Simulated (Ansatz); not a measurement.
Consider the atomization: `C=C[O][AlH][F]` → Al• + 2 C• + F• + 4 H• + O•.

Program: Ansatz. Geometries: PBE0-D4/def2-TZVP. ΔE: electronic, gas phase. CCSD(T)/CBS is the MP2 limit (def2-TZVPP, def2-QZVPP) plus CCSD(T) − MP2 in def2-TZVPP, frozen cores. This one scheme is used for every species, atoms too. Functionals use def2-TZVPP. B3LYP here is the variant with VWN-RPA as its local correlation; programs differ in this. No spin–orbit coupling; open shells (•) take unrestricted orbitals. Spin–orbit coupling would lower the free atoms: a little for Al, C, F, O. Each species was taken in one conformer, which may not be the lowest.

| level | ΔE (eV) | difference from CCSD(T)/CBS |
| --- | --- | --- |
| LDA (SPW92) | 43.24 | 5.37 |
| BLYP-D4 | 37.83 | -0.04 |
| r2SCAN-D4 | 37.93 | 0.06 |
| CAM-B3LYP-D4 | 37.98 | 0.11 |
| ωB97M-V | 37.84 | -0.03 |
| r2SCAN | 37.90 | 0.03 |
| PBE0 | 37.50 | -0.37 |
| B3LYP | 37.46 | -0.41 |
| r2SCANh | 37.57 | -0.30 |
| HF/def2-SVP | 27.94 | -9.93 |
| MP2/def2-SVP | 36.72 | -1.15 |
| HF/def2-TZVPP | 27.75 | -10.12 |
| SCS-MP2/def2-TZVPP | 37.47 | -0.40 |
| CCSD(T)/def2-TZVPP | 36.85 | -1.02 |
| MP2/def2-QZVPP | 38.52 | 0.65 |
| CCSD/CBS(def2) | 37.28 | -0.59 |
| CCSD(T)/CBS | 37.87 | 0 |

Largest T1 diagnostic among the species: 0.018.

The D4 term adds +0.24 eV with B3LYP and +0.13 eV with PBE0; it sums over pairs of atoms, weighted by their polarisabilities, and B3LYP, whose exchange is more repulsive, gets the larger term. From BLYP to BHLYP (50 % exact exchange), in def2-TZVPP and without D4, ΔE moves by −1.26 eV: exact exchange takes away binding that semilocal exchange gives to molecules.

For atomizations the MP2-based limit and the directly extrapolated one differ by several kJ/mol either way, and by 10 to 25 for some Ge, Se and Sn compounds, so smaller differences from it don't rank the levels.
